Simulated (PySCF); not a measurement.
Computed IR spectrum (relative IR intensity) of a molecule CH₅FO₂Si₂. Geometry optimised at PBE-D3(BJ)/def2-SVP. Other conformers were not sampled. These are PBE-D3(BJ)/def2-SVP in PySCF values and carry that method's errors. Frequencies are harmonic and unscaled.

Lines under 2 % of the strongest are left out, and lines within 2 cm⁻¹ are merged.

```tsv
ν (cm⁻¹)	relative intensity
162	2.5
184	4.6
283	8.0
396	5.1
453	10
520	4.8
658	7.2
689	12
707	8.0
759	21
803	100
831	4.4
871	60
907	15
921	34
1202	95
1744	76
2145	44
2173	19
2178	39
2193	34
2966	26
```

Question: Identify the compound among the candidates.
(A) O=C(O[SiH3])[SiH2]F
(B) O[Si@]1(F)CO[SiH2]1
(C) F[Si@@H]1CO[SiH2]O1
(D) O=CO[SiH2][SiH2]F

Answer: D, O=CO[SiH2][SiH2]F
